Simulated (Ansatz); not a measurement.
`CC[SiH](O)[SiH3]` and `O[SiH2][SiH](O)[SiH3]` differ in one atom or group.

Ansatz, PBE0-D4/def2-TZVP geometries, multiplicity 1. Each molecule was computed in one conformer, which needn't be the lowest.

| property | `CC[SiH](O)[SiH3]` |
| --- | --- |
| HOMO–LUMO gap (B3LYP/def2-TZVPP) / eV | 7.15 |
| size of the dipole moment (ωB97M-V/def2-TZVPP) / D | 1.81 |
| HOMO–LUMO gap (PBE/def2-TZVPP) / eV | 5.50 |
| LUMO energy (B3LYP/def2-TZVPP) / eV | -0.32 |
| HOMO–LUMO gap (ωB97M-V/def2-TZVPP) / eV | 11.30 |
| size of the dipole moment (B3LYP/def2-TZVPP) / D | 1.82 |

(1) What does the change do to each property? (Best estimate.)

Answers

(1) Ansatz gave: 
```json
{"property": "HOMO–LUMO gap (B3LYP/def2-TZVPP) / eV", "`O[SiH2][SiH](O)[SiH3]`": "6.21", "shift": "-0.94"}
{"property": "size of the dipole moment (ωB97M-V/def2-TZVPP) / D", "`O[SiH2][SiH](O)[SiH3]`": "2.44", "shift": "0.63"}
{"property": "HOMO–LUMO gap (PBE/def2-TZVPP) / eV", "`O[SiH2][SiH](O)[SiH3]`": "4.63", "shift": "-0.87"}
{"property": "LUMO energy (B3LYP/def2-TZVPP) / eV", "`O[SiH2][SiH](O)[SiH3]`": "-1.22", "shift": "-0.90"}
{"property": "HOMO–LUMO gap (ωB97M-V/def2-TZVPP) / eV", "`O[SiH2][SiH](O)[SiH3]`": "10.29", "shift": "-1.01"}
{"property": "size of the dipole moment (B3LYP/def2-TZVPP) / D", "`O[SiH2][SiH](O)[SiH3]`": "2.43", "shift": "0.61"}
```

Dipoles are sizes alone; their direction can turn.

B3LYP here is the variant with VWN-RPA as its local correlation; programs differ in this.
